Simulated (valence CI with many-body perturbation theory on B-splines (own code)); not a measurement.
# Energy levels of Mn XI

Computed by valence CI with perturbative core correlation (CI+MBPT): five valence electrons over a frozen Dirac-Fock core [Ne], radial functions for each j: 11 s, 11 p, 10 d, 8 f, 5 g, 2 h, with the one-electron correlation potential Σ1, the two-electron term Σ2, the three-electron term Σ3, Breit, model QED; selected CI, second order for the rest, scaled by the run's own slope (own B-spline code, finite nucleus).

No measured spectrum was set against this ion. As an estimate, levels of excited configurations hold to 0.05 to 0.15 % of their energy, terms of the ground configuration to about 0.5 %. Among the levels kept, up to 3200 cm⁻¹ of a level comes from second order outside the variational space, and about a tenth of that is noise between levels of different J, which matters for small intervals.

Levels 46 to 90 of 178, with energies above the lowest level, 3s2 3p3 4S°_3/2. "Leading %" is the weight of the configuration and term that name the level; weights of strongly mixed levels are sums over their largest components and can fall short. In the jj column 3d3/2^4 stands for four electrons in 3d with j = 3/2. Lifetimes count E1, E2, E3, M1 and M2 decay at the calculated energies, and are blank where another channel may lead or the interval is too uncertain; long ones can be off by a factor of two.

| No. | Configuration | Term | J | E (cm⁻¹) | Leading % | Leading jj | g | Lifetime |
| --- | --- | --- | --- | --- | --- | --- | --- | --- |
| 46 | 3s 3p3 3d | 6D° | 9/2 | 580890 | 99 | 3s 3p1/2 3p3/2^2 3d5/2 (55 %) | 1.555 | 146 ns |
| 47 | 3p5 | 2P° | 3/2 | 589450 | 58 | 3p1/2^2 3p3/2^3 (58 %) | 1.333 | 149 ps |
| 48 | 3p5 | 2P° | 1/2 | 601360 | 57 | 3p1/2 3p3/2^4 (57 %) | 0.665 | 152 ps |
| 49 | 3s 3p3 3d | 4D° | 5/2 | 630170 | 87 | 3s 3p1/2^2 3p3/2 3d5/2 (24 %) | 1.353 | 2.09 ns |
| 50 | 3s 3p3 3d | 4D° | 7/2 | 630490 | 90 | 3s 3p1/2 3p3/2^2 3d5/2 (59 %) | 1.423 | 2.78 ns |
| 51 | 3s 3p3 3d | 4D° | 3/2 | 630950 | 87 | 3s 3p1/2 3p3/2^2 3d3/2 (26 %) | 1.156 | 1.99 ns |
| 52 | 3s 3p3 3d | 4D° | 1/2 | 632130 | 93 | 3s 3p1/2 3p3/2^2 3d5/2 (47 %) | 0.001 | 2.23 ns |
| 53 | 3s 3p3 3d | 4F° | 3/2 | 639390 | 84 | 3s 3p1/2 3p3/2^2 3d3/2 (50 %) | 0.445 | 852 ps |
| 54 | 3s 3p3 3d | 4F° | 5/2 | 641230 | 84 | 3s 3p1/2 3p3/2^2 3d3/2 (52 %) | 1.046 | 876 ps |
| 55 | 3s 3p3 3d | 4F° | 7/2 | 643530 | 86 | 3s 3p1/2 3p3/2^2 3d3/2 (39 %) | 1.242 | 898 ps |
| 56 | 3s 3p3 3d | 4F° | 9/2 | 646530 | 88 | 3s 3p1/2 3p3/2^2 3d5/2 (62 %) | 1.332 | 938 ps |
| 57 | 3s 3p3 3d | 2S° | 1/2 | 669700 | 82 | 3s 3p1/2 3p3/2^2 3d5/2 (46 %) | 2.013 | 449 ps |
| 58 | 3s 3p3 3d | 4G° | 5/2 | 674220 | 91 | 3s 3p1/2 3p3/2^2 3d3/2 (38 %) | 0.577 | 300 ps |
| 59 | 3s 3p3 3d | 4G° | 7/2 | 674960 | 90 | 3s 3p1/2 3p3/2^2 3d3/2 (40 %) | 0.990 | 307 ps |
| 60 | 3s 3p3 3d | 4G° | 9/2 | 675970 | 90 | 3s 3p1/2 3p3/2^2 3d5/2 (42 %) | 1.175 | 317 ps |
| 61 | 3s 3p3 3d | 4G° | 11/2 | 677330 | 93 | 3s 3p1/2 3p3/2^2 3d5/2 (93 %) | 1.273 | 333 ps |
| 62 | 3s 3p3 3d | 2G° | 7/2 | 701040 | 85 | 3s 3p1/2 3p3/2^2 3d5/2 (34 %) | 0.895 | 618 ps |
| 63 | 3s 3p3 3d | 2G° | 9/2 | 701060 | 84 | 3s 3p1/2 3p3/2^2 3d3/2 (50 %) | 1.120 | 592 ps |
| 64 | 3s 3p3 3d | 4D° | 1/2 | 705930 | 87 | 3s 3p1/2^2 3p3/2 3d3/2 (37 %) | 0.089 | 146 ps |
| 65 | 3s 3p3 3d | 4D° | 3/2 | 706970 | 50 | 3s 3p1/2^2 3p3/2 3d3/2 (48 %) | 1.339 | 104 ps |
| 66 | 3s 3p3 3d | 4P° | 5/2 | 708490 | 37 | 3s 3p1/2^2 3p3/2 3d3/2 (32 %) | 1.411 | 69.2 ps |
| 67 | 3s 3p3 3d | 4P° | 1/2 | 708710 | 84 | 3s 3p1/2^2 3p3/2 3d3/2 (32 %) | 2.568 | 185 ps |
| 68 | 3s 3p3 3d | 4P° | 3/2 | 710040 | 52 | 3s 3p1/2^2 3p3/2 3d5/2 (31 %) | 1.544 | 110 ps |
| 69 | 3s 3p3 3d | 4P° | 5/2 | 714250 | 49 | 3s 3p1/2 3p3/2^2 3d5/2 (58 %) | 1.478 | 60.2 ps |
| 70 | 3s 3p3 3d | 2D° | 3/2 | 715050 | 62 | 3s 3p1/2 3p3/2^2 3d3/2 (26 %) | 0.848 | 149 ps |
| 71 | 3s 3p3 3d | 2D° | 5/2 | 716390 | 54 | 3s 3p1/2 3p3/2^2 3d5/2 (25 %) | 1.256 | 96.5 ps |
| 72 | 3s 3p3 3d | 4D° | 7/2 | 718010 | 75 | 3s 3p1/2 3p3/2^2 3d5/2 (46 %) | 1.389 | 143 ps |
| 73 | 3s 3p3 3d | 4F° | 9/2 | 719560 | 91 | 3s 3p3/2^3 3d5/2 (39 %) | 1.319 | 137 ps |
| 74 | 3s 3p3 3d | 4F° | 7/2 | 720760 | 77 | 3s 3p3/2^3 3d5/2 (26 %) | 1.266 | 111 ps |
| 75 | 3s 3p3 3d | 4F° | 5/2 | 721540 | 93 | 3s 3p1/2 3p3/2^2 3d3/2 (33 %) | 1.033 | 115 ps |
| 76 | 3s 3p3 3d | 4F° | 3/2 | 722390 | 94 | 3s 3p1/2 3p3/2^2 3d3/2 (59 %) | 0.417 | 119 ps |
| 77 | 3s 3p3 3d | 4S° | 3/2 | 730420 | 61 | 3s 3p1/2 3p3/2^2 3d3/2 (57 %) | 1.939 | 18.8 ps |
| 78 | 3s 3p3 3d | 4P° | 5/2 | 732000 | 84 | 3s 3p1/2 3p3/2^2 3d5/2 (48 %) | 1.536 | 19.5 ps |
| 79 | 3s 3p3 3d | 4P° | 3/2 | 733010 | 78 | 3s 3p1/2 3p3/2^2 3d5/2 (39 %) | 1.771 | 14.0 ps |
| 80 | 3s 3p3 3d | 2F° | 7/2 | 733980 | 68 | 3s 3p1/2 3p3/2^2 3d5/2 (48 %) | 1.145 | 168 ps |
| 81 | 3s 3p3 3d | 2F° | 5/2 | 734330 | 59 | 3s 3p1/2 3p3/2^2 3d3/2 (27 %) | 0.936 | 91.7 ps |
| 82 | 3s 3p3 3d | 4P° | 1/2 | 734860 | 96 | 3s 3p1/2 3p3/2^2 3d3/2 (32 %) | 2.647 | 12.8 ps |
| 83 | 3s 3p3 3d | 2D° | 5/2 | 748650 | 75 | 3s 3p1/2 3p3/2^2 3d5/2 (41 %) | 1.208 | 41.3 ps |
| 84 | 3s 3p3 3d | 2D° | 3/2 | 750830 | 86 | 3s 3p1/2 3p3/2^2 3d5/2 (29 %) | 0.804 | 43.6 ps |
| 85 | 3s 3p3 3d | 4D° | 7/2 | 751760 | 79 | 3s 3p1/2^2 3p3/2 3d5/2 (33 %) | 1.406 | 14.0 ps |
| 86 | 3s 3p3 3d | 4D° | 5/2 | 754750 | 77 | 3s 3p1/2 3p3/2^2 3d5/2 (33 %) | 1.350 | 14.5 ps |
| 87 | 3s 3p3 3d | 4D° | 1/2 | 754870 | 53 | 3s 3p1/2 3p3/2^2 3d5/2 (25 %) | 0.264 | 15.1 ps |
| 88 | 3s 3p3 3d | 4D° | 3/2 | 755670 | 78 | 3s 3p1/2 3p3/2^2 3d5/2 (30 %) | 1.209 | 14.2 ps |
| 89 | 3s 3p3 3d | 2P° | 1/2 | 760170 | 42 | 3s 3p1/2 3p3/2^2 3d3/2 (33 %) | 0.422 | 14.2 ps |
| 90 | 3s 3p3 3d | 2P° | 3/2 | 760340 | 69 | 3s 3p1/2 3p3/2^2 3d5/2 (38 %) | 1.324 | 14.5 ps |

Names give the largest LS component (configuration and term), which can be under half, so a name can repeat, a term be missing and a line seem to break the LS rules; names also repeat where a configuration has a term twice.

Where two levels of one J and parity lie close, their mixing, g and order are uncertain.
